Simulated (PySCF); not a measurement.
CH$_{6}$BOSi (calculated)

Calculation on a computer-drawn molecule: the log of a Hartree-Fock and frozen-core CCSD(T) single point meant for a local Hartree-Fock minimum, with one planted fault or none, to be diagnosed. Offsets are logged minus clean, where the clean run is the same molecule without the fault. The reference is restricted for singlets and unrestricted otherwise, and also for a bond in bohr or an excited solution. Adding or removing an electron swaps singlet and doublet. The excited solution moves the top pair (singlet) or top alpha electron (doublet) to the lowest empty orbital. Highest occupied and lowest empty are orbital energies over both spins, largest force is the largest gradient component, triples share is (T) over the correlation energy, the T1 limit is 0.02 restricted and 0.045 unrestricted, electrons count all cores, a negative frequency is imaginary (commonest isotopes), and the dipole is about the centre of nuclear charge. Program: PySCF 2.14.0.

Common to all runs: meant charge 1; meant multiplicity 1; meant basis cc-pV(D+d)Z; logged electrons 38; logged SCF converged yes; logged CC converged yes; logged SCF stable within its kind yes; possible faults no fault, one electron removed, one electron added, multiplicity raised by two, geometry at a saddle point, SCF held on an excited solution, minimal basis STO-3G, one bond length entered in bohr, all coordinates scaled.

Notes on all entries: T1 above single-reference limit.

(1) 
```xyz
10
formula=CH6BOSi logged_basis_functions=95 logged_spin_squared=2.0253 logged_highest_occupied=-11.581 logged_lowest_empty=-8.947 logged_largest_force=0.077311 logged_T1_diagnostic=0.065466 logged_D1_diagnostic=0.36811 logged_triples_share=0.03199 logged_dipole_magnitude=4.0016 logged_energy_HF=-429.40341 logged_energy_CCSD(T)=-429.94905 planted_fault=multiplicity_raised_by_two HF_energy_offset_from_clean_run=134.1 CCSD(T)_energy_offset_from_clean_run=135.2
B      1.0815     2.2862     0.3147
C     -0.3977     1.8244    -0.1190
Si    -0.4278     0.6381    -1.4768
O     -1.0419     1.0757    -2.8579
H      1.2424     3.3959     0.7078
H      1.9825     1.5000     0.2719
H     -0.7177     1.2501     0.7707
H     -1.0966     2.6456    -0.2776
H      0.1250    -0.7097    -1.3861
H     -1.1214     0.5873    -3.6708
```

Units: logged_highest_occupied, logged_lowest_empty in eV; logged_largest_force in hartree/bohr; logged_dipole_magnitude in debye; logged_energy_HF, logged_energy_CCSD(T) in hartree; HF_energy_offset_from_clean_run, CCSD(T)_energy_offset_from_clean_run in kcal/mol.

Drawn bonds:
| atom | other atom | order |
| --- | --- | --- |
| 1 | 2 | 1 |
| 2 | 3 | 1 |
| 3 | 4 | 1 |
| 1 | 5 | 1 |
| 1 | 6 | 1 |
| 2 | 7 | 1 |
| 2 | 8 | 1 |
| 3 | 9 | 1 |
| 4 | 10 | 1 |

(2) 
```xyz
10
formula=CH6BOSi logged_basis_functions=30 logged_spin_squared=0 logged_highest_occupied=-16.354 logged_lowest_empty=-1.2377 logged_largest_force=0.033549 logged_T1_diagnostic=0.021 logged_D1_diagnostic=0.09487 logged_triples_share=0.029344 logged_dipole_magnitude=3.4261 logged_energy_HF=-424.52822 logged_energy_CCSD(T)=-424.74747
B      1.0815     2.2862     0.3147
C     -0.3977     1.8244    -0.1190
Si    -0.4278     0.6381    -1.4768
O     -1.0419     1.0757    -2.8579
H      1.2424     3.3959     0.7078
H      1.9825     1.5000     0.2719
H     -0.7177     1.2501     0.7707
H     -1.0966     2.6456    -0.2776
H      0.1250    -0.7097    -1.3861
H     -1.1214     0.5873    -3.6708
```

Units: logged_highest_occupied, logged_lowest_empty in eV; logged_largest_force in hartree/bohr; logged_dipole_magnitude in debye; logged_energy_HF, logged_energy_CCSD(T) in hartree.

Drawn bonds:
| atom | other atom | order |
| --- | --- | --- |
| 1 | 2 | 1 |
| 2 | 3 | 1 |
| 3 | 4 | 1 |
| 1 | 5 | 1 |
| 1 | 6 | 1 |
| 2 | 7 | 1 |
| 2 | 8 | 1 |
| 3 | 9 | 1 |
| 4 | 10 | 1 |

**Q.** Which fault was planted in the run of CH$_{6}$BOSi (entry 2)?
**A.** minimal basis STO-3G

Further results for CH$_{6}$BOSi (entry 2):

```
HF energy offset from clean run      : 3193 kcal/mol
CCSD(T) energy offset from clean run : 3399 kcal/mol
```
